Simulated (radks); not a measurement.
Q: Hg III, 78 electrons, occupied as [Xe] 4f13 5d10 6p1 (not the ground configuration). Calculated with a radial shooting solver on a logarithmic mesh with Libxc functionals: scalar-relativistic Kohn-Sham, r2SCAN, spin-unpolarised, spherical densities, finite nucleus; meta-GGA in the generalised Kohn-Sham scheme; Fermi nuclear charge, rms radius 5.4648 fm. Some entries of the table are withheld. Estimate them.

orbital,occ.,eigenvalue (eV),<r^2> (bohr^2)
1s,2,-83278.33,0.0003810
2s,2,-14821.86,0.005796
2p,6,(1),0.004900
3s,2,-3560.853,0.03728
3p,6,-2970.202,(2)
3d,10,-2346.767,0.03190
4s,2,-819.4948,0.1789
4p,6,-624.3698,(3)
4d,10,-391.6631,0.2297
5s,2,-149.9889,(4)
4f,13,-134.4175,0.2697
5p,6,-96.4240,1.174
5d,10,-35.2865,2.135
6p,1,-16.3754,9.613

A: 
(1) 2p eigenvalue (eV): -12786.47
(2) 3p <r^2> (bohr^2): 0.03844
(3) 4p <r^2> (bohr^2): 0.2039
(4) 5s <r^2> (bohr^2): 0.8942
